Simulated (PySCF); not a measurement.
A structure optimised at B3LYP-D3(BJ)/def2-SVP, used in a PySCF frequency run:

```xyz
14

O      1.7305    -0.6395     0.0000
C      0.8390     0.4597     0.0000
C     -0.1150     0.4119     1.2194
C     -1.3255    -0.3084     0.6704
C     -1.3255    -0.3084    -0.6704
C     -0.1150     0.4119    -1.2194
H      1.1914    -1.4438     0.0000
H      1.4768     1.3555     0.0000
H      0.3702    -0.0914     2.0714
H     -0.3894     1.4281     1.5604
H     -2.1111    -0.7346     1.2991
H     -2.1111    -0.7346    -1.2991
H      0.3702    -0.0914    -2.0714
H     -0.3894     1.4281    -1.5604
```
Charge 0, spin multiplicity 1.

Question: Write its SMILES, formula and point group.

Answer: OC1CC=CC1, C5H8O, Cs

Question: What are its rotational constants (standard atomic weights)?

Answer: 5.7419, 3.6984, 2.8784 GHz
